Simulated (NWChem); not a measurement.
System meant: p-cresol (C$_{7}$H$_{8}$O); SMILES c1cc(ccc1O)C

Input file for NWChem:

```
start job
memory heap 200 mb stack 900 mb global 1100 mb
geometry units angstroms noautoz
  C     -0.002479    -2.891954     0.014107
  C     -0.003297    -1.383244    -0.012238
  C      1.199273    -0.650035    -0.011225
  C      1.203786     0.752131    -0.002088
  C     -0.011201     1.463807     0.004579
  O     -0.071723     2.826098     0.010216
  C     -1.224348     0.748103    -0.000862
  C     -1.209758    -0.651025    -0.009893
  H     -0.893633    -3.309489    -0.495607
  H      0.898465    -3.308972    -0.478424
  H     -0.012908    -3.280477     1.055928
  H      2.161327    -1.187027    -0.019909
  H      2.160153     1.301775    -0.005301
  H      0.839827     3.171992     0.010909
  H     -2.169317     1.310526    -0.002828
  H     -2.168599    -1.193938    -0.017597
end
basis spherical
  C library def2-svp
  O library def2-svp
  H library def2-svp
end
dft
  xc b3lyp
  iterations 4
  mulliken
end
task dft energy
```

End of the output:

```
    Atom       Charge   Shell Charges
 -----------   ------   -------------------------------------------------------
    1 C    6     6.05   1.96  0.58  0.30  1.89  1.24  0.07
    2 C    6     6.06   1.96  0.61  0.28  1.94  1.15  0.10
    3 C    6     6.02   1.97  0.61  0.29  1.89  1.17  0.09
    4 C    6     6.07   1.96  0.60  0.30  1.91  1.21  0.09
    5 C    6     5.96   1.96  0.61  0.27  1.88  1.06  0.17
    6 O    8     8.06   1.97  0.88  0.57  2.72  1.89  0.03
    7 C    6     6.05   1.97  0.61  0.30  1.92  1.18  0.08
    8 C    6     6.03   1.97  0.61  0.29  1.90  1.17  0.09
    9 H    1     0.97   0.64  0.27  0.06
   10 H    1     0.97   0.64  0.27  0.06
   11 H    1     0.97   0.63  0.27  0.06
   12 H    1     0.97   0.63  0.28  0.07
   13 H    1     0.98   0.63  0.28  0.07
   14 H    1     0.90   0.56  0.17  0.17
   15 H    1     0.97   0.63  0.27  0.07
   16 H    1     0.97   0.63  0.27  0.07

 center of mass
 --------------
 x =  -0.01400369 y =   0.11353950 z =  -0.00084361

 moments of inertia (a.u.)
 ------------------
        1253.145825730357           0.000000000000           0.000000000000
           0.000000000000         332.494535426426           0.000000000000
           0.000000000000           0.000000000000        1574.130873741845

     Multipole analysis of the density
     ---------------------------------

     L   x y z        total         alpha         beta         nuclear
     -   - - -        -----         -----         ----         -------
     0   0 0 0     -0.000000    -29.000000    -29.000000     58.000000

     1   1 0 0      0.548774      0.274387      0.274387      0.000000
     1   0 1 0     -0.001898     -0.000949     -0.000949      0.000000
     1   0 0 1      0.018841      0.009420      0.009420      0.000000

     2   2 0 0    -31.824979   -116.266820   -116.266820    200.708661
     2   1 1 0      3.699057     -0.527740     -0.527740      4.754537
     2   1 0 1      0.011225     -0.000530     -0.000530      0.012285
     2   0 2 0    -32.270216   -371.822403   -371.822403    711.374589
     2   0 1 1     -0.080126      0.138171      0.138171     -0.356467
     2   0 0 2    -37.724721    -21.709953    -21.709953      5.695185

 ------------------------------------------------------------------------
 dft energy failed                                                                                  0
 ------------------------------------------------------------------------
 ------------------------------------------------------------------------
  current input line :
    31: task dft energy
 ------------------------------------------------------------------------
 ------------------------------------------------------------------------
 This type of error is most commonly associated with calculations not reaching convergence criteria
 ------------------------------------------------------------------------
 For more information see the NWChem manual at https://nwchemgit.github.io

0:dft energy failed:Received an Error in Communication
```

Question: Can this run be used? If not, why, and what is the fix?

Answer: The run did not converge; its last values are not results. Cause: the SCF was allowed too few iterations. This input runs:
```
start job
memory heap 200 mb stack 900 mb global 1100 mb
geometry units angstroms noautoz
  C     -0.002479    -2.891954     0.014107
  C     -0.003297    -1.383244    -0.012238
  C      1.199273    -0.650035    -0.011225
  C      1.203786     0.752131    -0.002088
  C     -0.011201     1.463807     0.004579
  O     -0.071723     2.826098     0.010216
  C     -1.224348     0.748103    -0.000862
  C     -1.209758    -0.651025    -0.009893
  H     -0.893633    -3.309489    -0.495607
  H      0.898465    -3.308972    -0.478424
  H     -0.012908    -3.280477     1.055928
  H      2.161327    -1.187027    -0.019909
  H      2.160153     1.301775    -0.005301
  H      0.839827     3.171992     0.010909
  H     -2.169317     1.310526    -0.002828
  H     -2.168599    -1.193938    -0.017597
end
basis spherical
  C library def2-svp
  O library def2-svp
  H library def2-svp
end
dft
  xc b3lyp
  iterations 150
  mulliken
end
task dft energy
```
It converges to -346.53714 Ha (B3LYP/def2-SVP).
